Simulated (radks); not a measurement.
Results of a calculation; reference values are marked as such.
Isoelectronic series with 9 electrons, each ion in its NIST ground configuration. Code: a radial shooting solver on a logarithmic mesh with Libxc functionals. Model: non-relativistic Kohn-Sham, LDA (Slater exchange, Perdew-Wang correlation), spin-unpolarised, spherical densities, point nucleus. Total energies (hartree) and screening constants sigma, defined by e = -(Z - sigma)^2 / (2 n^2) hartree:

ion   configuration  E (hartree)     2p     2s     1s
F      [He] 2s2 2p5    -99.09669  7.177  6.052  2.045
Ne+    [He] 2s2 2p5   -127.39673  6.911  5.973  2.109
Mg3+   [He] 2s2 2p5   -195.29941  6.679  5.863  2.194
Al4+   [He] 2s2 2p5   -234.88910  6.615  5.826  2.223
Si5+   [He] 2s2 2p5   -278.23385  6.566  5.796  2.247
P6+    [He] 2s2 2p5   -325.33216  6.529  5.772  2.268
S7+    [He] 2s2 2p5   -376.18305  6.498  5.751  2.285
